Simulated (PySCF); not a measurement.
Record of a relaxation.

Compound: C2H9BOPb.
Bonds: C1–C2, C2–O3, O3–B4, B4–Pb5. Hydrogens: H6, H7, H8 on C1; H9, H10 on C2; H11 on B4; H12, H13, H14 on Pb5.

Method: PySCF, PBE0-D3(BJ)/def2-SVP geometry optimisation, gas phase, def2 core potentials past Kr; density fitting, grid level 1; the optimiser is geomeTRIC in internal coordinates, started from a GFN2-xTB structure with every atom displaced at random (about 0.01 Å). The frame can shift and turn from step to step; on so coarse a grid that alone can change the energy by a few meV, and forces under 0.02 eV/Å are noise.

Step 0: E = -10181.8244 eV, largest atomic force 4.736 eV/Å
```
atom  x, y, z in Å  |  force x, y, z in eV/Å
C1      1.834   -0.507    0.988   -1.084   2.169  -1.336
C2      1.101   -0.659   -0.355    0.271   0.589   1.054
O3      0.819    0.608   -0.937    4.039  -2.432   0.455
B4     -0.249    1.259   -1.007   -4.106   0.839   0.368
Pb5    -2.301    0.387   -0.190    0.109   0.357   0.089
H6      2.056   -1.450    1.394    0.483  -1.651   0.683
H7      1.177    0.043    1.683    0.090  -0.104   0.082
H8      2.744    0.097    0.849    0.060  -0.171   0.048
H9      1.746   -1.186   -1.040    0.254  -0.392  -0.642
H10     0.169   -1.213   -0.208   -0.276  -0.176  -0.106
H11    -0.267    2.307   -1.501    0.000   1.242  -0.561
H12    -2.303    0.105    1.564    0.038   0.018   0.068
H13    -3.756    1.376   -0.443    0.158   0.021  -0.033
H14    -2.778   -1.182   -0.804   -0.037  -0.310  -0.170
```

Step 1: E = -10182.1139 eV, largest atomic force 1.048 eV/Å
```
atom  x, y, z in Å  |  force x, y, z in eV/Å
C1      1.691   -0.539    1.014    0.129  -0.462   0.184
C2      1.107   -0.694   -0.367    0.086  -0.094  -0.090
O3      0.926    0.572   -0.965   -0.794   0.663  -0.167
B4     -0.237    1.257   -1.026    0.772  -0.432   0.019
Pb5    -2.220    0.442   -0.173   -0.134  -0.076   0.085
H6      1.895   -1.537    1.459   -0.068   0.346  -0.138
H7      0.992   -0.006    1.674   -0.046   0.023   0.045
H8      2.633    0.024    0.979    0.053   0.028  -0.008
H9      1.786   -1.254   -1.035   -0.067  -0.003   0.137
H10     0.146   -1.236   -0.327    0.011  -0.020  -0.029
H11    -0.222    2.350   -1.545    0.075  -0.024  -0.006
H12    -2.194    0.213    1.586    0.009  -0.002  -0.016
H13    -3.567    1.535   -0.477   -0.042   0.028  -0.016
H14    -2.733   -1.135   -0.803    0.015   0.024   0.000
```

Step 2: E = -10182.1236 eV, largest atomic force 0.431 eV/Å
```
atom  x, y, z in Å  |  force x, y, z in eV/Å
C1      1.732   -0.546    1.017   -0.002  -0.047   0.020
C2      1.136   -0.697   -0.363    0.003  -0.037   0.015
O3      0.919    0.572   -0.957   -0.411   0.125   0.041
B4     -0.246    1.231   -1.012    0.350  -0.129  -0.018
Pb5    -2.281    0.455   -0.177    0.080  -0.011   0.005
H6      1.958   -1.536    1.446   -0.017   0.053  -0.038
H7      1.030   -0.033    1.691    0.006   0.005   0.004
H8      2.665    0.035    0.977   -0.005   0.005  -0.003
H9      1.821   -1.243   -1.029   -0.006   0.008   0.003
H10     0.187   -1.261   -0.324   -0.010   0.015  -0.004
H11    -0.215    2.321   -1.535   -0.038   0.030  -0.009
H12    -2.285    0.233    1.582    0.006   0.003   0.009
H13    -3.608    1.575   -0.511    0.040  -0.009  -0.008
H14    -2.811   -1.112   -0.810    0.004  -0.013  -0.017
```

Step 3: E = -10182.1280 eV, largest atomic force 0.201 eV/Å
```
atom  x, y, z in Å  |  force x, y, z in eV/Å
C1      1.696   -0.546    1.019   -0.057   0.181  -0.065
C2      1.102   -0.686   -0.364    0.014   0.019   0.053
O3      0.917    0.586   -0.968    0.033  -0.082   0.050
B4     -0.227    1.262   -1.032   -0.026  -0.057   0.033
Pb5    -2.230    0.439   -0.169   -0.003   0.088  -0.028
H6      1.894   -1.535    1.449    0.019  -0.126   0.035
H7      1.004   -0.013    1.690    0.025  -0.009  -0.020
H8      2.644    0.012    0.980   -0.029  -0.008   0.001
H9      1.777   -1.255   -1.019    0.025   0.006  -0.061
H10     0.139   -1.227   -0.330    0.005   0.017   0.002
H11    -0.199    2.351   -1.557   -0.011   0.003  -0.001
H12    -2.203    0.211    1.588    0.002  -0.002   0.005
H13    -3.582    1.533   -0.487    0.005  -0.016   0.006
H14    -2.730   -1.137   -0.805   -0.002  -0.015  -0.010
```

Step 4: E = -10182.1296 eV, largest atomic force 0.065 eV/Å
```
atom  x, y, z in Å  |  force x, y, z in eV/Å
C1      1.705   -0.545    1.018   -0.004   0.017  -0.004
C2      1.112   -0.693   -0.363    0.005   0.000   0.003
O3      0.915    0.578   -0.960   -0.043   0.009   0.003
B4     -0.234    1.249   -1.022    0.063  -0.009  -0.012
Pb5    -2.243    0.447   -0.172   -0.011  -0.006   0.009
H6      1.915   -1.536    1.447    0.006  -0.019   0.011
H7      1.008   -0.021    1.690    0.001  -0.002  -0.004
H8      2.645    0.024    0.979   -0.002  -0.001   0.001
H9      1.793   -1.249   -1.025    0.004   0.000  -0.004
H10     0.156   -1.243   -0.328   -0.005   0.002   0.001
H11    -0.206    2.338   -1.548   -0.009   0.005  -0.001
H12    -2.226    0.221    1.586   -0.002  -0.002  -0.004
H13    -3.583    1.550   -0.497   -0.006   0.002  -0.001
H14    -2.752   -1.126   -0.810    0.002   0.004   0.000
```

Step 5: E = -10182.1296 eV, largest atomic force 0.023 eV/Å
```
atom  x, y, z in Å  |  force x, y, z in eV/Å
C1      1.706   -0.546    1.019    0.000   0.000   0.000
C2      1.112   -0.694   -0.362    0.004  -0.004  -0.004
O3      0.915    0.577   -0.960   -0.021   0.008   0.005
B4     -0.232    1.249   -1.023    0.022  -0.007  -0.002
Pb5    -2.244    0.449   -0.174    0.003   0.007  -0.001
H6      1.917   -1.537    1.448    0.001  -0.001   0.001
H7      1.009   -0.022    1.691   -0.002  -0.001   0.001
H8      2.646    0.023    0.979    0.001   0.000   0.001
H9      1.792   -1.251   -1.025   -0.001   0.000   0.002
H10     0.155   -1.242   -0.326   -0.002   0.002   0.001
H11    -0.204    2.339   -1.548   -0.004   0.000   0.000
H12    -2.230    0.220    1.585   -0.001  -0.001   0.001
H13    -3.585    1.551   -0.498    0.000  -0.001   0.000
H14    -2.753   -1.124   -0.813    0.000  -0.001  -0.002
```

Question: Summarise the path.

Answer: The energy falls by 0.3052 eV from step 0 to step 5; nine tenths of that is first reached at step 1. It falls at every step. The largest force goes from 4.736 to 0.023 eV/Å. Among the bonds O3–B4 changes most, from 1.252 to 1.331 Å; the atoms move by 0.093 Å rms after alignment.

What follows is the cost of the whole optimisation. Time: 47 s of wall time; peak memory 0.55 GiB. Hardware: an Arm Neoverse V1 with one thread, on a shared host.
